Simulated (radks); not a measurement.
Values are calculated unless marked as measured or tabulated.
Species: Au15+. Configuration: [Kr] 4d10 4f14 5s2 5p2.

Code: a radial shooting solver on a logarithmic mesh with Libxc functionals. Model: scalar-relativistic Kohn-Sham, r2SCAN, spin-polarised, spherical densities, finite nucleus; open shells are filled with parallel spins first (spin-orbit coupling, left out, can overturn this in heavy ions); meta-GGA in the generalised Kohn-Sham scheme; Fermi nuclear charge, rms radius 5.4371 fm.

Energy parts (eV):
total: -515228.67
kinetic: 576426.92
electron-nucleus: -1261620.96
Hartree: 179529.91
exchange-correlation: -9564.55

Orbitals (lengths in bohr, moments of r in powers of bohr):
orbital  occ.  eigenvalue (eV)      <r>
1s up       1        -81164.18  0.01687
1s down     1        -81163.60  0.01687
2s up       1        -14609.76  0.07111
2s down     1        -14609.64  0.07111
2p up       3        -12673.31  0.06424
2p down     3        -12672.95  0.06424
3s up       1        -3695.704   0.1836
3s down     1        -3695.535   0.1836
3p up       3        -3131.356   0.1849
3p down     3        -3131.104   0.1849
3d up       5        -2527.305   0.1676
3d down     5        -2527.015   0.1676
4s up       1        -1047.763   0.4062
4s down     1        -1047.170   0.4062
4p up       3        -861.4476   0.4318
4p down     3        -860.8612   0.4317
4d up       5        -636.3714   0.4549
4d down     5        -635.6537   0.4543
4f up       7        -385.9078   0.4809
4f down     7        -384.9178   0.4786
5s up       1        -395.6161   0.8590
5s down     1        -389.7116   0.8554
5p up       2        -337.4005   0.9364
5p down     0        -331.4698   0.9366

The highest occupied level is 5p up at -337.40 eV. The electron density at the nucleus is 2.302e+06 e/bohr^3 (large components only). The density falls to 0.001 e/bohr^3 at r = 1.93 bohr. Summed over all electrons, <r^2> = 12.13 bohr^2, which gives a Langevin (diamagnetic) susceptibility term of -9.61 x 10^-6 cm^3/mol.
